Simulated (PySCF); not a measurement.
**Bond energies at PBE0/def2-SVP beside a composite method**

PySCF, lowest determinants of a PBE0 search. The composite is CCSD(T) extrapolated to the basis-set limit from two correlation-consistent sets, with core-valence (CV) and scalar-relativistic (SR) terms as its label shows; it has no spin–orbit coupling and nothing beyond (T).

```
species  state (unpaired electrons)  De PBE0 (eV)  De composite (eV)              composite  dissociates to
    SnC          triplet (σ ↑, π ↑)          3.10               3.20        CCSD(T)/CBS(DT)          Sn + C
   RbBr      singlet (closed shell)          3.83               3.93        CCSD(T)/CBS(DT)         Rb + Br
   CsRb      singlet (closed shell)          0.43               0.48        CCSD(T)/CBS(DT)         Cs + Rb
    GaI      singlet (closed shell)          3.80               3.71        CCSD(T)/CBS(DT)          Ga + I
    SrS      singlet (closed shell)          3.60               3.39     CCSD(T)/CBS(DT)+CV          Sr + S
   SiC⁺         quartet (σ ↑, π ↑↑)          3.74               3.60  CCSD(T)/CBS(TQ)+CV+SR         Si⁺ + C
    SiN               doublet (σ ↑)          4.27               4.66  CCSD(T)/CBS(TQ)+CV+SR          Si + N
   SiSb               doublet (π ↑)          2.73               2.83        CCSD(T)/CBS(DT)         Si + Sb
```

Question: Does PBE0 bind more or less than the composite, by how much on average, and where is the difference largest?

Answer: PBE0/def2-SVP binds about as much on average, method and basis taken together: the mean signed difference is -0.04 eV and the mean absolute one 0.15 eV; it is largest for SiN (-0.39 eV).

The molecules are drawn from runs that passed checks on state, spin purity and fit, so the hardest cases are missing and the errors look smaller than over all diatomics.

Correlated steps freeze the inner cores (5 to 37 orbitals); shallow outer-core shells are correlated. Closed-shell solutions of metal pairs were not tested for spin polarisation, which can lower them a little. Weak bonds: CsRb. Basis-set superposition, not corrected here, can be much of De in a small basis, most of all at correlated wavefunction levels. Functionals without a dispersion term scatter widely for such bonds, and LDA overbinds them. These are scalar-relativistic numbers at best; spin–orbit coupling would shift them, the dissociation energy most. For an ion De counts to the pair picked by the measured ionisation energies or electron affinities, which need not be the lowest pair at this level. Where the molecule has an RHF reference, its open-shell atoms are computed with UHF. The CCSD T1 diagnostic is raised in SiC⁺, SiN, SnC, SrS, a sign that a single reference may not be enough there. States were picked by a PBE0 search and need not be the measured ground states.
